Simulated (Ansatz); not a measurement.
The pair A = NH3 (SMILES N) (first 4 atoms), B = C3H8 (SMILES CCC); geometry from B3LYP-D3(BJ)/def2-TZVP.
(charge 0, multiplicity 1):
```xyz
15

N      0.2960     0.1290     0.4838
H      0.1338     0.8239     1.2036
H      0.9649     0.5202    -0.1696
H     -0.5775     0.0029    -0.0148
C      1.2611     0.0713     4.1019
C     -0.2218     0.4334     4.1334
C     -1.1219    -0.7473     3.7777
H      1.8898     0.9295     4.3488
H      1.4821    -0.7204     4.8222
H      1.5499    -0.2910     3.1132
H     -0.4119     1.2598     3.4396
H     -0.4871     0.8132     5.1247
H     -2.1774    -0.4674     3.7939
H     -0.8837    -1.1283     2.7825
H     -0.9847    -1.5671     4.4874
```

Frozen-core correlation. MP2 and its Hartree–Fock in aug-cc-pVTZ are density fitted.

Programs: Ansatz (a quantum-chemistry and plane-wave program). Each number belongs to the level named beside it.

The counterpoise-corrected interaction energy is E(AB) − E(A in the pair's basis) − E(B in the pair's basis). Total energies (hartree):

```csv
level,AB,A in the pair's basis,B in the pair's basis
HF/aug-cc-pVDZ,-174.4809355,-56.2057660,-118.2764337
MP2/aug-cc-pVDZ,-175.1460174,-56.4057615,-118.7386756
HF/aug-cc-pVTZ,-174.5273357,-56.2202945,-118.3082879
MP2/aug-cc-pVTZ,-175.3229316,-56.4607997,-118.8601867
CCSD(T)/aug-cc-pVDZ,-175.2310690,-56.4262554,-118.8032095
```

Question: Work out the counterpoise-corrected interaction energy at the basis-set limit: extrapolate the MP2 correlation part as X⁻³, take Hartree–Fock from the larger set, and add the CCSD(T) − MP2 difference of aug-cc-pVDZ.

Answer: 
1. Differences (1 hartree = 627.509 kcal/mol): HF/aug-cc-pVDZ 0.793; MP2/aug-cc-pVDZ -0.992; HF/aug-cc-pVTZ 0.782; MP2/aug-cc-pVTZ -1.221; CCSD(T)/aug-cc-pVDZ -1.007.
2. Correlation parts, MP2 less HF: -1.785 in aug-cc-pVDZ (X = 2), -2.003 in aug-cc-pVTZ (X = 3).
3. Limit (3³·(-2.003) − 2³·(-1.785))/(3³ − 2³) = -2.095; with HF/aug-cc-pVTZ it gives -1.312.
4. CCSD(T) less MP2 in aug-cc-pVDZ: -0.015.
Result: -1.33 kcal/mol, against -0.99 at MP2/aug-cc-pVDZ. It is an estimate of this method's limit, not of the exact value.
